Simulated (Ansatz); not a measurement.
Steps of a relaxation of ClF2HO2W (`[O]=[W]([OH])([F])([F])[Cl]`) with RKS PBE-D4/def2-SVP.

```sh
$ ansatz run in.yaml --threads 4 --pin off --events-out ev --progress --plain --max-ram 10444MiB
```

```yaml
crystal:
  periodic: [false, false, false]
  atoms:
    - {symbol: O, position_ang: [-2.039000, 0.350000, -0.210600]}
    - {symbol: W, position_ang: [-0.255600, 0.093900, -0.112900]}
    - {symbol: O, position_ang: [1.733900, -1.047900, 0.387000]}
    - {symbol: F, position_ang: [-0.700200, -1.570700, -1.155000]}
    - {symbol: F, position_ang: [0.025600, 0.984900, -1.884800]}
    - {symbol: Cl, position_ang: [-0.770500, 1.888200, 1.626300]}
    - {symbol: H, position_ang: [2.067100, -0.766500, 1.304300]}
basis:
  gaussian: {orbitals: def2-SVP}
hamiltonian: {xc: pbe, dispersion: d4}
relax: {f_tol: 0.03, max_steps: 200}
```

Positions (Å) and forces (eV/Å) along the path, 17 of 17 steps:

```xyz
7
step=1 energy=-23870.6598 eV
O    -2.039    0.350   -0.211    4.030   -1.380    0.570
W    -0.256    0.094   -0.113   -4.071    0.139   -4.900
O     1.734   -1.048    0.387   -3.157    2.583    1.053
F    -0.700   -1.571   -1.155    1.460    1.820    1.921
F     0.026    0.985   -1.885    0.252   -1.184    3.456
Cl   -0.770    1.888    1.626    1.819   -1.452   -0.858
H     2.067   -0.766    1.304   -0.333   -0.527   -1.243
7
step=2 energy=-23872.5452 eV
O    -2.007    0.302   -0.196    0.979   -0.699    0.222
W    -0.294    0.101   -0.192   -0.657   -0.534   -1.406
O     1.573   -0.939    0.401   -2.309    2.235    1.056
F    -0.646   -1.551   -1.108    1.005    0.648    0.943
F     0.051    0.978   -1.819    0.320   -0.195    1.343
Cl   -0.674    1.818    1.586    1.584   -1.132   -0.731
H     2.059   -0.777    1.282   -0.922   -0.322   -1.427
7
step=3 energy=-23873.5717 eV
O    -1.995    0.261   -0.189   -0.555   -0.470    0.241
W    -0.301    0.082   -0.214    0.263    0.065   -0.128
O     1.421   -0.817    0.409   -0.791    1.400    1.496
F    -0.586   -1.557   -1.075    0.550   -0.431    0.181
F     0.077    0.987   -1.769    0.426    0.382    0.104
Cl   -0.556    1.750    1.547    1.307   -0.784   -0.434
H     2.001   -0.774    1.246   -1.200   -0.162   -1.460
7
step=4 energy=-23874.2201 eV
O    -2.040    0.197   -0.175    0.179   -0.254    0.269
W    -0.326    0.083   -0.250   -0.487    0.141   -0.259
O     1.307   -0.704    0.451    0.061    0.510    0.996
F    -0.528   -1.601   -1.063    0.312   -0.160    0.051
F     0.106    1.040   -1.767    0.143    0.226    0.093
Cl   -0.378    1.675    1.522    0.689   -0.468   -0.376
H     1.920   -0.759    1.236   -0.897    0.006   -0.775
7
step=5 energy=-23874.4652 eV
O    -2.048    0.138   -0.100    0.322   -0.225    0.061
W    -0.341    0.072   -0.305   -0.363    0.046    0.105
O     1.244   -0.626    0.491    0.066   -0.234   -0.111
F    -0.471   -1.633   -1.095    0.156    0.001   -0.092
F     0.090    1.113   -1.771   -0.032    0.090   -0.049
Cl   -0.208    1.606    1.450    0.172    0.270    0.031
H     1.796   -0.739    1.285   -0.320    0.052    0.056
7
step=6 energy=-23874.5685 eV
O    -2.031    0.037   -0.038    0.481   -0.015    0.179
W    -0.335    0.093   -0.313   -0.317   -0.165    0.186
O     1.220   -0.632    0.493    0.173   -0.276    0.063
F    -0.389   -1.611   -1.130    0.056    0.187   -0.284
F     0.027    1.166   -1.784   -0.080   -0.021   -0.026
Cl   -0.111    1.682    1.392   -0.059    0.201   -0.147
H     1.680   -0.801    1.335   -0.255    0.089    0.028
7
step=7 energy=-23874.7495 eV
O    -1.974   -0.071    0.112    0.939   -0.005   -0.067
W    -0.313    0.090   -0.321   -0.666   -0.241    0.446
O     1.197   -0.669    0.517    0.301   -0.429    0.756
F    -0.299   -1.553   -1.274   -0.020    0.483   -0.260
F    -0.058    1.200   -1.798   -0.121   -0.116    0.022
Cl   -0.020    1.788    1.287   -0.057    0.083   -0.325
H     1.528   -0.852    1.430   -0.377    0.225   -0.573
7
step=8 energy=-23874.9495 eV
O    -1.912   -0.169    0.222    0.784    0.034   -0.009
W    -0.294    0.077   -0.297   -0.476   -0.323   -0.035
O     1.174   -0.727    0.562    0.103   -0.357    0.831
F    -0.245   -1.457   -1.435    0.033    0.701    0.123
F    -0.137    1.191   -1.795   -0.121   -0.068    0.117
Cl    0.054    1.884    1.188   -0.077   -0.121   -0.424
H     1.422   -0.867    1.509   -0.247    0.134   -0.602
7
step=9 energy=-23875.1032 eV
O    -1.825   -0.255    0.353    0.522    0.036   -0.199
W    -0.269    0.057   -0.287   -0.166   -0.378   -0.263
O     1.129   -0.809    0.624   -0.066   -0.038    0.406
F    -0.171   -1.354   -1.583   -0.028    0.742    0.549
F    -0.230    1.215   -1.772   -0.153   -0.102    0.083
Cl    0.112    1.972    1.034    0.008   -0.277   -0.257
H     1.316   -0.894    1.585   -0.116    0.017   -0.319
7
step=10 energy=-23875.1674 eV
O    -1.770   -0.260    0.340   -0.099   -0.153    0.195
W    -0.230    0.058   -0.293   -0.015    0.070   -0.448
O     1.110   -0.851    0.678   -0.115    0.003    0.227
F    -0.069   -1.286   -1.614    0.084    0.197    0.159
F    -0.428    1.222   -1.771    0.086   -0.095    0.161
Cl    0.222    1.971    0.965    0.071   -0.014   -0.084
H     1.227   -0.922    1.648   -0.012   -0.008   -0.210
7
step=11 energy=-23875.1778 eV
O    -1.745   -0.353    0.394    0.087    0.267   -0.073
W    -0.247    0.069   -0.296    0.204   -0.208   -0.117
O     1.060   -0.855    0.705   -0.068    0.029    0.130
F     0.031   -1.224   -1.640   -0.002    0.135    0.087
F    -0.515    1.246   -1.759   -0.093   -0.174    0.173
Cl    0.342    1.999    0.872   -0.119   -0.058    0.010
H     1.137   -0.951    1.677   -0.010    0.010   -0.211
7
step=12 energy=-23875.1899 eV
O    -1.737   -0.298    0.404    0.117   -0.002   -0.147
W    -0.231    0.062   -0.303   -0.126    0.119    0.091
O     1.061   -0.871    0.705   -0.003    0.017    0.132
F     0.057   -1.223   -1.644   -0.026   -0.012   -0.032
F    -0.542    1.230   -1.759   -0.009   -0.092    0.089
Cl    0.317    1.994    0.877    0.034   -0.031   -0.028
H     1.136   -0.962    1.675    0.014    0.001   -0.105
7
step=13 energy=-23875.1917 eV
O    -1.746   -0.298    0.391    0.044    0.011   -0.094
W    -0.236    0.062   -0.303   -0.025   -0.012    0.064
O     1.039   -0.889    0.712   -0.018    0.079   -0.028
F     0.068   -1.217   -1.647   -0.027   -0.004   -0.019
F    -0.553    1.230   -1.754   -0.020   -0.025    0.042
Cl    0.332    1.986    0.878    0.028   -0.028   -0.015
H     1.156   -0.942    1.678    0.019   -0.021    0.049
7
step=14 energy=-23875.1934 eV
O    -1.758   -0.300    0.366   -0.014   -0.007    0.016
W    -0.238    0.057   -0.305    0.055   -0.039    0.016
O     1.031   -0.889    0.723   -0.057    0.024   -0.014
F     0.069   -1.217   -1.652    0.004   -0.011   -0.017
F    -0.566    1.234   -1.743   -0.006    0.015   -0.015
Cl    0.351    1.970    0.879    0.000    0.037    0.007
H     1.171   -0.923    1.687    0.018   -0.018    0.005
7
step=15 energy=-23875.1937 eV
O    -1.757   -0.301    0.366   -0.007   -0.001    0.007
W    -0.237    0.057   -0.305    0.038   -0.032    0.006
O     1.026   -0.892    0.726   -0.041    0.036    0.011
F     0.074   -1.214   -1.654    0.000   -0.002   -0.006
F    -0.572    1.234   -1.742   -0.003    0.008   -0.007
Cl    0.355    1.973    0.875    0.000    0.011    0.001
H     1.171   -0.926    1.689    0.014   -0.020   -0.013
7
step=16 energy=-23875.1940 eV
O    -1.755   -0.302    0.367    0.006    0.005   -0.004
W    -0.236    0.058   -0.306    0.006   -0.006   -0.005
O     1.020   -0.893    0.731   -0.021    0.036    0.021
F     0.083   -1.209   -1.657   -0.003    0.006    0.007
F    -0.582    1.234   -1.741    0.003   -0.005    0.007
Cl    0.361    1.978    0.868   -0.004   -0.017   -0.009
H     1.170   -0.934    1.693    0.012   -0.019   -0.017
7
step=17 energy=-23875.1943 eV
O    -1.754   -0.302    0.366    0.008    0.005   -0.007
W    -0.235    0.059   -0.306   -0.006    0.015   -0.007
O     1.015   -0.891    0.736   -0.006    0.025    0.027
F     0.090   -1.205   -1.659   -0.005    0.008    0.008
F    -0.592    1.234   -1.740    0.007   -0.013    0.013
Cl    0.366    1.983    0.860   -0.006   -0.026   -0.012
H     1.172   -0.945    1.696    0.008   -0.013   -0.021
```

It took 23 s on 4 threads of an Arm Neoverse V2 on a shared host, with 0.17 GiB of host memory at the peak.
